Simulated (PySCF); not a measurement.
Gas-phase reaction: 3 GeO2 + 3 Br2 ⇌ 3 GeBr2 + 2 O3. Level: ωB97M-V/def2-TZVP†; standard pressure 1 bar.

Energies from PySCF, thermal terms from the rigid-rotor harmonic-oscillator model, ideal gas at 1 bar. † marks an energy on the PBE0/def2-TZVP geometry and frequencies. All species are closed-shell singlets. Br, Ge: all electrons, no relativistic terms. GeO2: computed as isolated molecules; such fragments, hydroxides, amides, oligomers or adducts are transient or little studied in the gas. The harmonic model lacks anharmonicity and excited electronic states, which grow with temperature; levels with a mode under 35 cm⁻¹ are left out. Strong static correlation: O3. Soft modes under 120 cm⁻¹ make the harmonic entropy rough for GeBr2.

```json
[
 {"T (K)": "800", "1000/T (1/K)": "1.2500", "log10 K": "-15.20"},
 {"T (K)": "1000", "1000/T (1/K)": "1.0000", "log10 K": "?"},
 {"T (K)": "1200", "1000/T (1/K)": "0.8333", "log10 K": "-11.01"},
 {"T (K)": "1400", "1000/T (1/K)": "0.7143", "log10 K": "-9.83"},
 {"T (K)": "1600", "1000/T (1/K)": "0.6250", "log10 K": "-8.96"},
 {"T (K)": "1800", "1000/T (1/K)": "0.5556", "log10 K": "-8.29"}
]
```

Fit log10 K = a + b·(1000/T) to the five rows, get the mean ΔH° and ΔS°, and predict log10 K at 1000 K.

Means: 1000/T = 0.7956, log10 K = -10.658. Sums of products about the means: Sxy = -3.00247, Sxx = 0.301215, so b = Sxy/Sxx = -9.97 and a = -10.658 − (-9.97)×0.7956 = -2.73.
ΔH° = −R ln 10 × 1000 K × b = −19.145 × (-9.97) = 191 kJ; ΔS° = R ln 10 × a = -52 J/K. The run's own values go from 194 kJ and -48 J/K at 800 K to 185 kJ and -56 J/K at 1800 K.
Prediction at 1000 K: -2.73 + (-9.97)×1.0000 = -12.70. The computed value is -12.68, 0.02 from the line.
For scale, ΔH°(298 K) is 200 kJ at this level, 212 kJ at ωB97X-V/def2-TZVP†, and runs from 33 to 369 kJ over the 20 levels computed.
